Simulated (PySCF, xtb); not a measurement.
CH7Si2, SMILES [SiH3][CH][SiH3], multiplicity 2.

Harmonic wavenumbers (cm⁻¹) from GFN2-xTB (xtb) at its own minimum, in rising order: 30, 34, 186, 417, 470, 496, 507, 551, 687, 773, 779, 789, 790, 799, 814, 927, 1116, 2181, 2185, 2201, 2206, 2259, 2273, 3017.

Problem. What does PBE-D3(BJ)/def2-SVP (PySCF) give at its own minimum? (The exact figures need the calculation; the answer reports its results.)

Solution. 52, 58, 174, 435, 506, 540, 559, 649, 749, 835, 872, 899, 900, 902, 904, 912, 1056, 2129, 2129, 2131, 2136, 2171, 2177, 3068. Paired by order, the mean absolute difference is 62 cm⁻¹ and the zero-point energies are 37.9 and 38.5 kcal/mol.
